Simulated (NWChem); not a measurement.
System: AlH₃SO₂; SMILES [OH][Al]([OH])[SH]

NWChem input:

```
start job
memory heap 200 mb stack 900 mb global 1100 mb
geometry units angstroms noautosym nocenter noautoz
  Al     0.067362     0.458545     0.000000
  O     -1.201838     1.582197     0.000000
  H     -2.142206     1.402945     0.000000
  O      1.677144     0.989466     0.000000
  H      1.946240     1.909350     0.000000
  S     -0.258609    -1.693644     0.000000
  H      1.070836    -1.939440     0.000000
end
basis spherical
  Al library pcsseg-1
  O library pcsseg-1
  H library pcsseg-1
  S library pcsseg-1
end
dft
  xc bhlyp
  iterations 150
end
property
  shielding
end
task dft property
```

All runs use the structure optimised with PBE0/def2-SVP.

GIAO values for the isolated, static molecule; σ is the absolute isotropic shielding, δ = σ(reference) − σ with the isolated reference molecule computed at the same levels (1H: tetramethylsilane, 17O: water).

Atoms are numbered as in the input.

Question: Give the results of this calculation. (BHandHLYP/pcSseg-1, GIAO.) Quantities: σ Al1 (ppm); δ O2 (ppm); δ H3 (ppm); δ O4 (ppm); δ H5 (ppm); σ S6 (ppm); δ H7 (ppm).

Answer: 
```yaml
"σ Al1 (ppm)": 442.5
"δ O2 (ppm)": 26.7
"δ H3 (ppm)": 1.94
"δ O4 (ppm)": 15.1
"δ H5 (ppm)": 1.62
"σ S6 (ppm)": 810.2
"δ H7 (ppm)": 0.27
```
